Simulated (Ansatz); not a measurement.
C$_{2}$H$_{6}$ClNSi$_{2}$ (SMILES N[SiH2]C#C[SiH2]Cl), singlet, geometry from GFN2-xTB; PBE/def2-TZVPP in Ansatz (an electronic-structure program).

The Ansatz input:
Ansatz 0.2 input:
```yaml
crystal:
  periodic: [false, false, false]
  atoms:
    - {symbol: Si, position_ang: [1.96008463, -0.41956138, 0.94033734]}
    - {symbol: Cl, position_ang: [2.83723451, -0.36994932, -0.88855755]}
    - {symbol: C, position_ang: [0.15581364, -0.10093211, 0.71525023]}
    - {symbol: C, position_ang: [-1.02671389, 0.10916853, 0.55569470]}
    - {symbol: Si, position_ang: [-2.83452018, 0.43806633, 0.23876175]}
    - {symbol: N, position_ang: [-3.23252725, 0.67814756, -1.42014672]}
    - {symbol: H, position_ang: [2.55340211, 0.63564933, 1.75866550]}
    - {symbol: H, position_ang: [2.16332942, -1.75107275, 1.50684000]}
    - {symbol: H, position_ang: [-3.18341116, 1.68378486, 0.92159972]}
    - {symbol: H, position_ang: [-3.58048290, -0.74576210, 0.66525571]}
    - {symbol: H, position_ang: [-2.91330103, 1.51327069, -1.88422841]}
    - {symbol: H, position_ang: [-3.17733320, -0.10225235, -2.05468391]}
basis:
  gaussian:
    orbitals: def2-TZVPP
hamiltonian:
  xc: pbe
```

**Question.** Predict the main parts of the log of this Ansatz run.

**Answer.** 
```
Functional definition: PBE
1739 factors; their error is unknown
mean field evaluation 1: about -31908.9026 eV, gradient 8.6e1 eV
mean field evaluation 2: about -31846.7765 eV, gradient 1.6e2 eV
mean field evaluation 4: about -31921.6041 eV, gradient 3.7e1 eV
mean field evaluation 8: about -31924.7997 eV, gradient 2.4e-1 eV
mean field evaluation 16: about -31924.7562 eV, gradient 5.1e-4 eV
mean field -31924.75618327 eV, -1173.2131503583 hartree, gradient 7.7e-5 eV, S^2 0.000000; 0 other end points of the search recorded, 0 dependent functions left out
reference -31924.75623599 eV, -1173.2131522958 hartree; 35, 35 occupied and 268, 268 virtual orbitals, 1739 factors
Total energy: -31924.75623599 eV, -1173.2131522958 hartree
```
